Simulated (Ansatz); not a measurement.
In(H)2(OAc) (C2H5InO2), SMILES C(C)([O][InH2])=O.

The structure is a stationary point at B3LYP-D3(BJ)/def2-SVP. The def2 effective core potentials stand for the cores of In; spin–orbit coupling is left out.

Two levels are set side by side: PBE/def2-SVPD (Ansatz, a first-principles code) and CAM-B3LYP/def2-SVPD (Ansatz). Energy differences of separate SCF runs at the same geometry; the states with an electron removed or added have multiplicity 2 and 2. Differences are taken from unrounded values.

| quantity | CAM-B3LYP |
|---|---|
| vertical ionisation energy (eV) | 10.87 |
| vertical singlet–triplet gap (eV) | 6.00 |

Question: What does PBE give, and how far is it from CAM-B3LYP? (The exact figures need the calculation; the answer reports its results.)

Answer: 
| quantity | PBE | PBE minus CAM-B3LYP |
|---|---|---|
| vertical ionisation energy (eV) | 10.02 | -0.85 |
| vertical singlet–triplet gap (eV) | 5.44 | -0.55 |
